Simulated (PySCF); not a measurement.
CH3Zn (SMILES [CH3][Zn+]), charge +1, singlet, geometry from GFN2-xTB (such geometries of metal compounds can be far from the true shape); PySCF with B3LYP/6-31G*.

Input for PySCF:
```python
from pyscf import gto, scf, dft

mol = gto.M(
    atom='''
Zn   -0.34914678   -0.20143649   -0.26629558
C     1.09381840    0.63106679    0.83425947
H     1.59595133   -0.20267503    1.33375943
H     0.57940379    1.30261333    1.52792074
H     1.73613783    1.15675559    0.12163043
''',
    basis='6-31g*',
    charge=1,
    verbose=4,
)

mf = dft.RKS(mol)
mf.xc = 'b3lyp'
mf.kernel()
```

Output, abridged:

```
PySCF version 2.14.0

[INPUT] verbose = 4
[INPUT] num. atoms = 5
[INPUT] num. electrons = 38
[INPUT] charge = 1
[INPUT] spin (= nelec alpha-beta = 2S) = 0
[INPUT] symmetry False subgroup None
[INPUT] Mole.unit = angstrom
[INPUT] Symbol           X                Y                Z      unit          X                Y                Z       unit  Magmom
[INPUT]  1 Zn    -0.349146780000  -0.201436490000  -0.266295580000 AA   -0.659791791474  -0.380659797594  -0.503225714382 Bohr   0.0
[INPUT]  2 C      1.093818400000   0.631066790000   0.834259470000 AA    2.067017206010   1.192543399408   1.576521915125 Bohr   0.0
[INPUT]  3 H      1.595951330000  -0.202675030000   1.333759430000 AA    3.015910921835  -0.383000298988   2.520440038756 Bohr   0.0
[INPUT]  4 H      0.579403790000   1.302613330000   1.527920740000 AA    1.094914478635   2.461582439908   2.887351738643 Bohr   0.0
[INPUT]  5 H      1.736137830000   1.156755590000   0.121630430000 AA    3.280825013197   2.185951258160   0.229848201113 Bohr   0.0

nuclear repulsion = 76.1923413406247
number of shells = 24
number of NR pGTOs = 136
number of NR cGTOs = 54
basis = 6-31g*
ecp = {}

******** <class 'pyscf.dft.rks.RKS'> ********
method = RKS
initial guess = minao
damping factor = 0
level_shift factor = 0
DIIS = <class 'pyscf.scf.diis.CDIIS'>
diis_start_cycle = 1
diis_space = 8
diis_damp = 0
SCF conv_tol = 1e-09
SCF conv_tol_grad = None
SCF max_cycles = 50
direct_scf = True
direct_scf_tol = 1e-13
XC library pyscf.dft.libxc version 7.1.2
    S. Lehtola, C. Steigemann, M. J. T. Oliveira, and M. A. L. Marques,  SoftwareX 7, 1–5 (2018)
XC functionals = b3lyp
    P. J. Stephens, F. J. Devlin, C. F. Chabalowski, and M. J. Frisch,  J. Phys. Chem. 98, 11623 (1994)
radial grids:
    Treutler-Ahlrichs [JCP 102, 346 (1995); DOI:10.1063/1.469408] (M4) radial grids

becke partition: Becke, JCP 88, 2547 (1988); DOI:10.1063/1.454033
pruning grids: <function nwchem_prune>
grids dens level: 3
symmetrized grids: False
atomic radii adjust function: <function treutler_atomic_radii_adjust>
small_rho_cutoff = 0
Set gradient conv threshold to 3.16228e-05
Initial guess from minao.
tot grids = 64184
init E= -1818.53328548456
  HOMO = -0.323920721830176  LUMO = -0.151724227461183  gap/eV = 4.68571
cycle= 1 E= -1818.66487959102  delta_E= -0.132  |g|= 0.382  |ddm|= 1.81
  HOMO = -0.514528476739302  LUMO = -0.342643936210683  gap/eV = 4.67722
cycle= 2 E= -1818.53652563965  delta_E= 0.128  |g|= 0.742  |ddm|= 1.22
  HOMO = -0.538956778285915  LUMO = -0.356798608831775  gap/eV = 4.95678
cycle= 3 E= -1818.71145224949  delta_E= -0.175  |g|= 0.0446  |ddm|= 0.774
  HOMO = -0.527674594041178  LUMO = -0.345983982891158  gap/eV = 4.94405
cycle= 4 E= -1818.71180903707  delta_E= -0.000357  |g|= 0.0318  |ddm|= 0.0581
  HOMO = -0.529691862151023  LUMO = -0.346490069216483  gap/eV = 4.98517
cycle= 5 E= -1818.71190780889  delta_E= -9.88e-05  |g|= 0.00836  |ddm|= 0.0203
  HOMO = -0.529534901563221  LUMO = -0.346433509473563  gap/eV = 4.98244
cycle= 6 E= -1818.71193033024  delta_E= -2.25e-05  |g|= 0.0008  |ddm|= 0.00891
  HOMO = -0.529638431126314  LUMO = -0.346568888120078  gap/eV = 4.98158
cycle= 7 E= -1818.71193045773  delta_E= -1.27e-07  |g|= 0.000129  |ddm|= 0.00104
  HOMO = -0.529644625817797  LUMO = -0.346561698064219  gap/eV = 4.98194
cycle= 8 E= -1818.71193046422  delta_E= -6.48e-09  |g|= 1.42e-05  |ddm|= 0.000174
  HOMO = -0.529646143781785  LUMO = -0.346563391291827  gap/eV = 4.98194
cycle= 9 E= -1818.71193046426  delta_E= -4.59e-11  |g|= 2.34e-06  |ddm|= 1.04e-05
  HOMO = -0.529646408064929  LUMO = -0.346563244348161  gap/eV = 4.98195
Extra cycle  E= -1818.71193046426  delta_E= -2.27e-13  |g|= 3.89e-06  |ddm|= 6.42e-06
converged SCF energy = -1818.71193046426
```
